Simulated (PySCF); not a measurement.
B₂Cl₃, SMILES Cl[B]B(Cl)Cl, multiplicity 2. Atoms are numbered in the order given.

```xyz
5

Cl     0.0000     0.0000     2.7265
B      0.0000     0.0000     1.0391
B      0.0000     0.0000    -0.5566
Cl     0.0000    -1.5424    -1.4342
Cl     0.0000     1.5424    -1.4342
```
Charge 0, spin multiplicity 2.

Coordinates come from a B3LYP-D3(BJ)/def2-SVP optimisation. The isomer is the one that the SMILES or the coordinates give; other isomers of the formula were not compared. One conformer was computed; it need not be the lowest.

The numbers are results of ωB97X/def2-TZVP (PySCF), not measurements.

Isolated molecule, no solvent.

| Quantity | Value |
|---|---|
| total energy | -1430.38512 hartree |
| point group | C2v |
| α spin, highest occupied and lowest empty level | -8.19 and -0.25 eV |
| β spin, highest occupied and lowest empty level | -11.40 and -0.92 eV |
| dipole moment | 2.66 D |
| quadrupole, principal values (traceless, Buckingham form, about the centre of nuclear charge) | -1.86, -1.02, 2.88 D·Å |
| mean static polarisability | 68.4 bohr³ (10.14 Å³) |
| polarisability, principal values | 44.1, 64.8, 96.4 bohr³ |
| ⟨S²⟩ | 0.754 (pure state 0.75) |
